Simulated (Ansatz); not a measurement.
Job for Ansatz (a quantum-chemistry and plane-wave program): U-r2SCAN/cc-pV(T+d)Z on C2H4Si (SMILES C#C[SiH3]), a point of a bond scan (R = 1.331 Å). Files ending in .json are basis or fitting sets from the Basis Set Exchange.

Ansatz 0.2 input:
```yaml
crystal:
  periodic: [false, false, false]
  atoms:
    - {symbol: Si, position_ang: [-0.94557569, -0.07811079, -0.46973009]}
    - {symbol: C, position_ang: [0.68460242, 0.05655268, 0.34008738]}
    - {symbol: C, position_ang: [1.76130898, 0.14549575, 0.87495887]}
    - {symbol: H, position_ang: [-1.04294355, 0.84730714, -1.42098716]}
    - {symbol: H, position_ang: [-1.08493276, -1.42239361, -1.06941143]}
    - {symbol: H, position_ang: [-2.01018489, 0.12953739, 0.53507032]}
    - {symbol: H, position_ang: [2.71147110, 0.22398541, 1.34696734]}
basis:
  gaussian:
    orbitals: cc-pV_T+d_Z.json
hamiltonian:
  xc: {name: r2SCAN}
magnetization: {spin_polarized: true, initial_magnetization: 0}
```

It printed:

```
WARN ansatz: RAYON_NUM_THREADS=1 ignored (pool sized by the plan → 1); use --threads N
Functional definition: r2SCAN
integrals: 0.06 GiB planned
866 factors; their error is unknown
mean field: 0.63 GiB planned
mean field evaluation 1: about -10008.4975 eV, gradient 3.2e1 eV
mean field evaluation 2: about -10005.7534 eV, gradient 3.8e1 eV
mean field evaluation 4: about -10013.5362 eV, gradient 1.7e0 eV
mean field evaluation 8: about -10013.5532 eV, gradient 2.0e-1 eV
mean field evaluation 16: about -10013.5413 eV, gradient 4.8e-5 eV
mean field -10013.54128272 eV, -367.9908547179 hartree, gradient 4.8e-5 eV, S^2 0.000000; 0 other end points of the search recorded, 0 dependent functions left out
reference -10013.54129524 eV, -367.9908551781 hartree; 15, 15 occupied and 140, 140 virtual orbitals, 866 factors
Total energy: -10013.54129524 eV, -367.9908551781 hartree
```

Self-consistency was reached.

Cost: about 4 core-seconds (a rough figure).
